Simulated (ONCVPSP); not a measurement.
## Transferability test, ONCV potential for tantalum (Ta)

```
Element                 : tantalum
Generator               : ONCVPSP 4.0.1
Type                    : optimised norm-conserving Vanderbilt (ONCV)
Functional              : LDA (Perdew-Wang 92)
Relativity              : scalar-relativistic
Frozen core             : [Kr] 4d10
Valence charge          : 27
Reference configuration : 4f14 5s2 5p6 5d3 (charge +2)
Partial waves           : 5s: rc 1.70 bohr, ncon 4, nbas 7, qcut 8.5 1/bohr, 2 projectors, debl 0.3 Ha; 5p: rc 1.35 bohr, ncon 3, nbas 7, qcut 6.5 1/bohr, 2 projectors, debl 2.7 Ha; 5d: rc 2.65 bohr, ncon 4, nbas 9, qcut 5 1/bohr, 2 projectors, debl 2.6 Ha; 4f: rc 0.90 bohr, ncon 4, nbas 8, qcut 18.4 1/bohr, 2 projectors, debl 1.4 Ha
Local potential         : polynomial inside 0.60 bohr (lpopt 5, dvloc0 3 Ha)
Core correction         : none
```

In the s channel the program set the typed energies aside and used -3.266, 0.250 Ha. In the f channel the program set the typed energies aside and used -1.494, 0.250 Ha.

Energies are relative to the spin-unpolarised reference configuration 4f14 5s2 5p6 5d3; without spin polarisation the order of configurations can differ from experiment.

Question: Give the all-electron excitation energy and the error of the potential for: 4f14 5s2 5p6 5d3 6s2; 4f14 5s2 5p6 5d3 6s1; 4f14 5s2 5p6 5d2; 4f14 5s2 5p6 5d3 6s1 6p1.

Answer:

```json
{"valence configuration": "4f14 5s2 5p6 5d3 6s2", "charge": "0", "ΔE all-electron (eV)": "-23.995", "error AE − PS (meV)": "+6.5"}
{"valence configuration": "4f14 5s2 5p6 5d3 6s1", "charge": "+1", "ΔE all-electron (eV)": "-15.301", "error AE − PS (meV)": "+4.2"}
{"valence configuration": "4f14 5s2 5p6 5d2", "charge": "+3", "ΔE all-electron (eV)": "23.927", "error AE − PS (meV)": "+18"}
{"valence configuration": "4f14 5s2 5p6 5d3 6s1 6p1", "charge": "0", "ΔE all-electron (eV)": "-19.738", "error AE − PS (meV)": "+6.1"}
```

Note: ghosts flagged at negative energy: s at -917.6 eV, p at -230.8 eV, d at -42.1 eV; GHOST(+) flagged for s at 283.5 eV. A true bound ghost makes a file unfit for plane-wave use.
